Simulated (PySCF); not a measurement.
Finite-field polarisability of Pb (lead, neutral)

[Xe] 4f14 5d10 6s2 6p2, high-spin 3P determinant. Calculation: PySCF 2.14, in def2-TZVPPD with the def2 core potential (60 electrons); a scalar-relativistic core potential. Frozen: 5s2 5p6 5d10. Energy changes in a uniform field (μhartree):

```csv
axis,F (au),HF,MP2,CCSD,CCSD(T)
x,0.0021,-103.722,-102.622,-102.369,-102.387
x,0.0042,-414.965,-410.561,-409.552,-409.623
y,0.0017,-101.697,-100.504,-100.277,-100.302
y,0.0034,-407.175,-402.374,-401.471,-401.571
z,0.0017,-101.697,-100.504,-100.277,-100.302
z,0.0034,-407.175,-402.374,-401.471,-401.571
```

Problem. Derive α along x at CCSD(T) from the two fields.

Solution. With ΔE = −αF²/2 − γF⁴/24, α = −(16 ΔE(F) − ΔE(2F))/(6F²) = 46.43 bohr³.

Problem. And the mean polarisability at each level?

Solution. HF 62.58, MP2 61.87, CCSD 61.72, CCSD(T) 61.74 bohr³. Reference: 47 ± 3 bohr³ (recommended; Schwerdtfeger and Nagle, table of static dipole polarizabilities (2023 update)).

CCSD(T) lies more than 5 % above the reference; correlation of the frozen inner shells, absent here, would lower it, and spin-orbit coupling is absent too.

Spin-orbit coupling is strong in this species (close to jj coupling), so the high-spin LS determinant is a model state, not a physical level.
